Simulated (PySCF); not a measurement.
# Ionising InSn

UHF-MP2; basis In cc-pVDZ-PP with ECP28, Sn cc-pVDZ-PP with ECP28; scalar-relativistic core potentials; PySCF 2.14. Neutral (UHF): quartet (σ ↑, π ↑↑), Re = 2.861 Å, ωe = 152 cm⁻¹, De = 1.82 eV.

InSn⁺ (UHF): triplet (σ ↑, π ↑), Re = 3.346 Å, ωe = 76.9 cm⁻¹, De = 0.69 eV to In⁺ + Sn. The energies at the minima are -402.70362 hartree for InSn and -402.46463 for InSn⁺.

Work out the adiabatic ionisation energy, without and with harmonic zero-point energies (1 hartree = 27.2114 eV, 1 eV = 8065.5 cm⁻¹), and the change of the bond length.

At UHF-MP2: 0.23899 hartree = 6.503 eV between the minima; the zero-point term (76.9 − 152.0)/2 cm⁻¹ = -0.005 eV makes it 6.499 eV. Re changes by +48.5 pm against the neutral. The electron leaves a π orbital, and the ion is left as a loose complex of an ion and an atom.

Correlated steps freeze 8 core orbitals. Correlated levels converge slowly with the basis: in double zeta they bind strong bonds too weakly, by up to about 1 eV, and carry superposition errors of some tenths. These are scalar-relativistic numbers at best; spin–orbit coupling would shift them, the dissociation energy most. For an ion De counts to the pair picked by the measured ionisation energies or electron affinities, which need not be the lowest pair at this level. States were picked by a PBE0 search and need not be the measured ground states.
